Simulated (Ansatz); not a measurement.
Reaction (redistribution): `C[CH2][In]([Cl])[Cl]` + `CC(C)BN` → `C[CH2][In]([Cl])[CH](C)C` + `NBCl`

Isolated molecules relaxed with PBE0-D4/def2-TZVP in Ansatz; ΔE leaves out vibrations. CCSD(T)/CBS is the MP2 limit (def2-TZVPP, def2-QZVPP) plus CCSD(T) − MP2 in def2-TZVPP, frozen cores. DFT in def2-TZVPP. Elements past krypton have def2 core potentials. For In outer-core shells are correlated without core-valence functions, which leaves a few kJ/mol of doubt a bond. One conformer a species, not always the lowest.

CCSD(T)/CBS gives +48.1 kJ/mol.

(1) Another level gave +52.7 kJ/mol. Which?
A. CAM-B3LYP-D4/def2-TZVPP
B. PBE0-D4/def2-TZVPP
C. PBE-D4/def2-TZVPP
D. BHLYP/def2-TZVPP

Largest T1 diagnostic among the species: 0.012.

## Answers

(1) B. PBE0-D4 52.7, CAM-B3LYP-D4 56.7, PBE-D4 46.0, BHLYP 65.9 kJ/mol.

From PBE to PBE0 (25 % exact exchange), in def2-TZVPP and without D4, ΔE moves by +6.4 kJ/mol. In def2-TZVPP, CCSD(T) changes the Hartree–Fock value by −32.4 kJ/mol (the triples alone add −4.1 kJ/mol) and MP2 by −38.5 kJ/mol.
